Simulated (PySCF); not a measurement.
SnCl₂, SMILES [Cl][Sn][Cl] (connectivity only; charge and spin as stated), neutral, multiplicity 1. Geometry: PBE-D3(BJ)/def2-TZVP. The isomer is the one that the SMILES or the coordinates give; other isomers of the formula were not compared. The def2 effective core potentials stand for the cores of Sn; spin–orbit coupling is left out.

These are PBE-D3(BJ)/def2-TZVP (PySCF) values and carry that method's errors.

Harmonic wavenumbers (cm⁻¹): 112, 326, 341. Rotational constants (GHz): 4.745, 2.155, 1.482; symmetry number 2.

Question: Work out the zero-point energy and the ideal-gas rigid-rotor harmonic-oscillator thermochemistry at 298.15 K and 1 atm.

Answer: ZPE = ½ Σ hcν = ½ × 779 cm⁻¹ = 4.66 kJ/mol. H − E(el) = 18.44 kJ/mol. Entropy in J/(mol K): translation 174.16, rotation 109.10, vibration 23.94, total 307.20. G − E(el) = -73.15 kJ/mol. Cp = 54.83 J/(mol K). Modes under 150 cm⁻¹ make the vibrational entropy uncertain.
